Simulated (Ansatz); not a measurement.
Program: Ansatz. Geometries: PBE0-D4/def2-TZVP. ΔE: electronic, gas phase. CCSD(T)/CBS is the MP2 limit (def2-TZVPP, def2-QZVPP) plus CCSD(T) − MP2 in def2-TZVPP, frozen cores. This one scheme is used for every species. Elements past krypton have def2 core potentials. For Zr outer-core shells are correlated without core-valence functions, which leaves a few kJ/mol of doubt a bond. One conformer a species, not always the lowest.

Reaction (redistribution): `CC(C)[NH][Zr]([OH])([OH])[OH]` + `C[NH][Al]([F])[F]` → `C[NH][Zr]([OH])([OH])[OH]` + `CC(C)[NH][Al]([F])[F]`

| species | SCS-MP2/def2-QZVPP energy (Eh) |
| --- | --- |
| `CC(C)[NH][Zr]([OH])([OH])[OH]` | -447.97400 |
| `C[NH][Al]([F])[F]` | -536.83186 |
| `C[NH][Zr]([OH])([OH])[OH]` | -369.49169 |
| `CC(C)[NH][Al]([F])[F]` | -615.31189 |

Work out ΔE.

ΔE = (-369.49169) + (-615.31189) − (-447.97400) − (-536.83186) = 0.00228 Eh = +6.0 kJ/mol. CCSD(T)/CBS gives +6.0 kJ/mol.

Largest T1 diagnostic among the species: 0.016.

In def2-TZVPP, CCSD(T) changes the Hartree–Fock value by +4.9 kJ/mol (the triples alone add +0.8 kJ/mol) and MP2 by +5.7 kJ/mol.
